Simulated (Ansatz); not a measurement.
`C[S][GeH]([F])[Cl]` + `N=C=O` → `O=C=[N][GeH]([F])[Cl]` + CH₃SH at 500 K and 1 bar (ligand exchange at a Ge–S bond).

Computed with Ansatz on PBE0-D4/def2-TZVP structures; ΔE is electronic, products minus reactants. CCSD(T)/CBS is the MP2 limit (def2-TZVPP, def2-QZVPP) plus CCSD(T) − MP2 in def2-TZVPP, frozen cores. This one scheme is used for every species. For Ge outer-core shells are correlated without core-valence functions, which leaves a few kJ/mol of doubt a bond. Scalar relativity is left out up to krypton. Each species was taken in one conformer, which may not be the lowest.

```
                species  CCSD(T)/CBS energy (Eh)  H − E (kJ/mol)  S (J/(mol·K))
   `C[S][GeH]([F])[Cl]`              -3074.01984           182.5          444.2
                `N=C=O`               -168.51995            77.7          264.2
`O=C=[N][GeH]([F])[Cl]`              -2804.31074           111.7          432.8
                  CH₃SH               -438.22835           145.1          283.7
```

H − E and S are ideal-gas, rigid-rotor, harmonic terms from PBE0-D4/def2-TZVP, for one conformer and one mirror image of each species. 1 Eh = 2625.50 kJ/mol, R = 8.31446 J/(mol·K).

Q: By hand: ΔE, ΔH, ΔS and ΔG.

A: ΔE = (-2804.31074) + (-438.22835) − (-3074.01984) − (-168.51995) = 0.00070 Eh = 1.8 kJ/mol. Δ(H − E) = 111.7 + 145.1 − 182.5 − 77.7 = -3.4, so ΔH = -1.6 kJ/mol. ΔS = 432.8 + 283.7 − 444.2 − 264.2 = 8.1 J/(mol·K). ΔG = -1.6 − 500 × (8.1)/1000 = -5.7 kJ/mol.

Q: By hand: the equilibrium constant, and the temperature at which ΔG would vanish if ΔH and ΔS stayed fixed.

A: log₁₀ K = −ΔG/(RT ln 10) = 0.6. ΔH and −TΔS have one sign here, so there is no such temperature. One of them is within its doubt of zero, so this could turn.

TΔS isn't small against ΔH here. The sign of ΔG lies within the doubt. A doubt of 5 kJ/mol in ΔE shifts log₁₀ K by 0.5 here. Other conformers and mirror images would add mixing entropy, several J/(mol·K) or more a flexible species. Modes under 60 cm⁻¹, often nearly free rotors, make the harmonic entropy too high. These are equilibria of isolated gas molecules and say nothing of rates. Largest T1 diagnostic: 0.018 (customary marks: 0.02 for closed shells, 0.045 for open ones).
